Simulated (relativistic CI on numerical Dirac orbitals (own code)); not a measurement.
# Radial parameters of I XXXII

Method of calculation: Dirac-Coulomb-Breit CI, orbitals from a KLI potential per configuration, a model potential for QED, unscaled Slater integrals (own radial code, finite nucleus).

Slater integrals F^k, G^k are unscaled and averaged over j, outside the closed core [Ne]; ζ comes from projecting the Hamiltonian with its Breit term on Σ l·s of the shell.

- 3s²3p⁶3d⁴: F^2(3d,3d) = 392250, F^4(3d,3d) = 252920, ζ(3d) = 45442 cm⁻¹; <r>(3d) = 0.2595, <r^2>(3d) = 0.07828 (bohr units).
- 3s²3p⁵3d⁵: ζ(3p) = 349810, F^2(3d,3d) = 391390, F^4(3d,3d) = 252350, F^2(3p,3d) = 343250, G^1(3p,3d) = 371790, G^3(3p,3d) = 246560, ζ(3d) = 44876 cm⁻¹; <r>(3p) = 0.2895, <r^2>(3p) = 0.09682, <r>(3d) = 0.26, <r^2>(3d) = 0.07859 (bohr units).
- 3s3p⁶3d⁵: F^2(3d,3d) = 391080, F^4(3d,3d) = 252140, G^2(3s,3d) = 280440, ζ(3d) = 45181 cm⁻¹; <r>(3s) = 0.2958, <r^2>(3s) = 0.09972, <r>(3d) = 0.2602, <r^2>(3d) = 0.07871 (bohr units).

Task: Give the Racah parameters of the d shell in 3s²3p⁶3d⁴.

Result: B = F²/49 − 5F⁴/441 = 5137 cm⁻¹ and C = 35F⁴/441 = 20073 cm⁻¹.

Averages of the first 10 configurations, taken without configuration mixing, which lowers the lowest level and can move excited configurations by several eV; other configurations of the list can lie among them:

```
Configuration  Parity  States  Average energy above the lowest level (eV)
    3s²3p⁶3d⁴    even     210                                        41.5
    3s²3p⁵3d⁵     odd    1512                                       272.4
     3s3p⁶3d⁵    even     504                                       451.8
  3s²3p⁶3d³4s    even     240                                       805.6
  3s²3p⁶3d³4p     odd     720                                       871.1
  3s²3p⁶3d³4d    even    1200                                       959.0
  3s²3p⁵3d⁴4s     odd    2520                                      1030.0
  3s²3p⁶3d³4f     odd    1680                                      1036.6
   3s3p⁶3d⁴4s    even     840                                      1210.7
3s²3p⁶3d²4s4p     odd     540                                      1658.0
```
